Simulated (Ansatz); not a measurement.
H6O7SiTi (`O[Si](O)(O)[O][Ti]([OH])([OH])[OH]`) at its PBE0-D4/def2-TZVP geometry, where that method's forces vanish. The species carries charge 0 and has multiplicity 1.

```xyz
15

O    -1.5826   -2.3972   -0.5302
Si   -1.2348   -1.0460    0.3130
O    -2.6004   -0.2988    0.8145
O    -0.2762   -1.5227    1.5345
O    -0.4605    0.0544   -0.6183
Ti    1.0571    1.0047   -0.5283
O     2.2199    0.4330   -1.7631
O     1.6690    0.6497    1.1542
O     0.7744    2.7629   -0.7265
H    -2.3523   -2.3521   -1.0985
H    -3.0460   -0.6883    1.5679
H     0.4542   -0.9216    1.7337
H     2.2931   -0.3601   -2.2944
H     1.9839    1.2809    1.8033
H     1.1012    3.4012   -1.3617
```

(1) What forces (eV/Å) does r2SCAN-D4/def2-TZVPP give on these atoms in Ansatz? (An estimate is asked.)

Results:

(1) Computed: 
```
O1   0.013 -0.069 -0.023
Si2  0.008  0.015  0.020
O3  -0.053  0.054  0.002
O4   0.043 -0.046  0.044
O5  -0.241 -0.094 -0.071
Ti6 -0.002  0.004  0.011
O7   0.230 -0.052 -0.196
O8   0.088 -0.115  0.229
O9  -0.095  0.290  0.014
H10 -0.017 -0.006 -0.012
H11 -0.016 -0.005  0.018
H12  0.001  0.003  0.002
H13 -0.004 -0.051 -0.027
H14  0.016  0.049  0.034
H15  0.030  0.024 -0.044
```
